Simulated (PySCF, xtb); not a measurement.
propoxy(silyl)silane (C3H12OSi2), SMILES CCCO[SiH2][SiH3].

GFN2-xTB run with xtb at its own geometry gives an orbital gap of 4.55 eV and a dipole moment of 1.64 D.

Geometry optimised at PBE-D3(BJ)/def2-SVP. The values are those of a single conformer.

Q: What does PySCF with PBE/def2-TZVP give? (An estimate is asked for; the answer gives what the named calculation found.)

A: gap 5.42 eV (levels -6.54 and -1.12 eV), dipole 1.00 D.
